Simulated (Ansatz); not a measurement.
Total energies of Bi3⁺ (the lowest singlet isomer of a short search) from Ansatz at HSE06-D4/def2-TZVP, gas phase (1 Eh = 27.2114 eV = 2625.5 kJ/mol). The reference geometry is relaxed at B3LYP-D4/def2-SVP.

```
atom    x (Å)    y (Å)    z (Å)
 Bi1   0.5526   0.0017   1.5922
 Bi2  -1.6241   0.3081  -0.3287
 Bi3   1.0715  -0.3098  -1.2635
```

```json
{"state": "charge 1 singlet", "geometry": "reference", "energy (Eh)": "-643.78106"}
{"state": "charge 0 doublet", "geometry": "reference", "energy (Eh)": "-644.01453"}
{"state": "charge 1 triplet", "geometry": "relaxed at B3LYP-D4/def2-SVP", "energy (Eh)": "-643.73989"}
{"state": "charge 1 quintet", "geometry": "relaxed at B3LYP-D4/def2-SVP", "energy (Eh)": "-643.69852"}
```

In the def2 sets Bi takes a core potential; there is no spin–orbit coupling. HSE06 is defined as in plane-wave codes, on full-range PBE exchange.

Work out the vertical electron affinity, to the doublet.

E(charge 1 singlet) − E(charge 0 doublet) = -643.78106 − (-644.01453) = 0.23347 Eh = 6.35 eV.

Which of the charge 1 states is lowest, and how far above it are the others?

The singlet. triplet: -643.73989 − (-643.78106) = 0.04117 Eh = 108.1 kJ/mol; quintet: -643.69852 − (-643.78106) = 0.08254 Eh = 216.7 kJ/mol. The quintet differs in its bonds from the reference.

At HSE06-D4/def2-TZVP the charge 0 doublet is spin-contaminated (final ⟨S²⟩ up to 0.98, 0.75 for a pure state). At HSE06-D4/def2-TZVP the charge 1 triplet is spin-contaminated (final ⟨S²⟩ up to 2.27, 2.00 for a pure state). 

The structure comes from a short search, and lower isomers may exist.
